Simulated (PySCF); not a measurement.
Run record: geometry optimisation, `CNBNC`.

Method: PBE0-D3(BJ)/def2-SVP geometry optimisation, gas phase (PySCF 2.14.0). Start geometry: GFN2-xTB. A driver script takes a list of jobs; this job's settings line and coordinates (Å) are shown.

Command:
```bash
OMP_NUM_THREADS=1 python probes_run.py task.json out
```

Input:
```
{"job": {"xc": "PBE0", "basis": "def2-SVP", "d3": "d3bj", "grid": 1, "shake": 0.01, "kind": "geom"}, "charge": 0, "multiplicity": 1}
C     -2.409730    -0.133140     0.754080
N     -1.251100    -0.328700    -0.042750
B      0.027690     0.149930     0.211850
N      1.132450    -0.148770    -0.660960
C      2.472640     0.250360    -0.548200
H     -2.857870    -1.049720     1.101570
H     -2.163660     0.497800     1.615040
H     -3.188740     0.420390     0.171030
H     -1.425090    -0.879580    -0.841120
H      0.247820     0.800900     1.184080
H      0.922050    -0.715330    -1.470170
H      3.150590    -0.607120    -0.461070
H      2.561840     0.865230     0.353870
H      2.773940     0.862670    -1.389940
```

Task: Estimate the output.

Result: 
```
step   0  E = -215.63358494  max force = 0.042036
step   1  E = -215.63670193  max force = 0.013596
step   2  E = -215.63672645  max force = 0.010720
step   3  E = -215.63806641  max force = 0.004464
step   4  E = -215.63820278  max force = 0.002614
step   5  E = -215.63835049  max force = 0.001824
step   6  E = -215.63843103  max force = 0.000946
step   7  E = -215.63848331  max force = 0.000423
step   8  E = -215.63851443  max force = 0.000726
step   9  E = -215.63853163  max force = 0.000474
step  10  E = -215.63855210  max force = 0.000412
step  11  E = -215.63856613  max force = 0.000303
optimisation converged
```

Energies in Eh; «max force» is the largest Cartesian gradient component in Eh/bohr.

Task: Give the first gradient maximum in eV/Å.

Result: With 1 Eh/bohr = 51.422 eV/Å, 2.162 eV/Å.

Main results: final energy -215.63857 Eh after 11 steps; dipole 1.58 D.

Task: Where do the atoms end?

Result: 0.055 Å rms from the input after alignment:
```
atom  x, y, z in Å
C1    -2.3235   -0.3985    0.9688
N2    -1.2456   -0.4724    0.0222
B3     0.0334    0.1103    0.1705
N4     1.0396    0.0103   -0.8170
C5     2.3697    0.5463   -0.7304
H6    -2.6457   -1.3937    1.3267
H7    -1.9963    0.1745    1.8478
H8    -3.2171    0.1089    0.5606
H9    -1.4651   -0.9976   -0.8162
H10    0.2791    0.7218    1.1901
H11    0.8492   -0.4887   -1.6783
H12    3.1493   -0.2378   -0.7489
H13    2.4796    1.0932    0.2165
H14    2.5970    1.2548   -1.5479
```

Task: Estimate the wall time. Hardware: an Arm Neoverse V2 with one thread, no GPU, shared host with 32 logical CPUs at a one-minute load of 26. And the peak memory of the process?

Result: About 46 s, with 0.47 GiB resident at the peak, the Python interpreter and its libraries included.
Labels such as C1 count atoms from 1, the log's own numbers from 0.
